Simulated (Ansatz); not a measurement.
Job for Ansatz (a quantum-chemistry and plane-wave program): R-revPBE/def2-TZVPP on HF (SMILES F).

Ansatz 0.2 input:
```yaml
crystal:
  periodic: [false, false, false]
  atoms:
    - {symbol: F, position_ang: [-0.00000000, 0.00000000, 0.46222970]}
    - {symbol: H, position_ang: [0.00000000, -0.00000000, -0.46222970]}
basis:
  gaussian:
    orbitals: def2-TZVPP
hamiltonian:
  xc: {name: revPBE}
scf: {lower_state_search: off}
```

It printed:

```
WARN ansatz: RAYON_NUM_THREADS=4 ignored (pool sized by the plan → 4); use --threads N
Functional definition: revPBE
these checks for a lower state are left out or cut short: stability, starts, cluster_reference, orbital_swaps, neighbouring_geometries, increment
integrals: 0.00 GiB planned
215 factors; their error is unknown
mean field: 0.08 GiB planned
mean field evaluation 1: about -2731.9830 eV, gradient 3.5e1 eV
mean field evaluation 2: about -2727.8353 eV, gradient 6.6e1 eV
mean field evaluation 4: about -2733.5893 eV, gradient 3.7e-1 eV
mean field evaluation 8: about -2733.5883 eV, gradient 1.4e-3 eV
mean field -2733.58831601 eV, -100.4575177207 hartree, gradient 2.5e-6 eV, S^2 0.000000; 0 other end points of the search recorded, 0 dependent functions left out
reference -2733.58833130 eV, -100.4575182824 hartree; 5, 5 occupied and 40, 40 virtual orbitals, 215 factors
Total energy: -2733.58833130 eV, -100.4575182824 hartree
Checks for a lower state left out: stability, starts, cluster_reference, orbital_swaps, neighbouring_geometries, increment
```

The run converged.

Cost: very roughly 0.4 core-seconds.
